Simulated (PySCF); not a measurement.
Al(GeH3)(OH)2 (AlGeH₅O₂), SMILES [Al]([OH])([GeH3])[OH].

Coordinates come from a PBE0-D3(BJ)/def2-SVP optimisation. The structure was generated by enumeration; whether it is a known compound was not checked. The values are those of a single conformer.

Two levels are set side by side: PBE/def2-TZVP (PySCF) and HF/def2-TZVP (PySCF). Same geometry, gas phase. Differences are taken from unrounded values.

```tsv
quantity	HF
orbital gap (eV)	12.68
highest occupied level (eV)	-10.56
lowest empty level (eV)	2.12
dipole moment (D)	2.93
mean polarisability (bohr³)	58.3
```

Question: What does PBE give, and how far is it from HF? (An estimate is asked for; the answer gives what the named calculation found.)

Answer: 
```
quantity                       PBE  PBE minus HF
---------------------------  -----  ------------
orbital gap (eV)              5.61         -7.07
highest occupied level (eV)  -6.95          3.61
lowest empty level (eV)      -1.34         -3.46
dipole moment (D)             2.53         -0.40
mean polarisability (bohr³)   68.2          10.0
```

Without exact exchange PBE keeps part of each electron's self-repulsion, which lifts occupied levels and narrows the gap. Loosely held outer electrons make PBE densities more polarisable. Differences between two approximate levels are no errors against the true value.

Rough cost on one machine, each run with all the roots and properties that it gave: HF against PBE about 1/3.
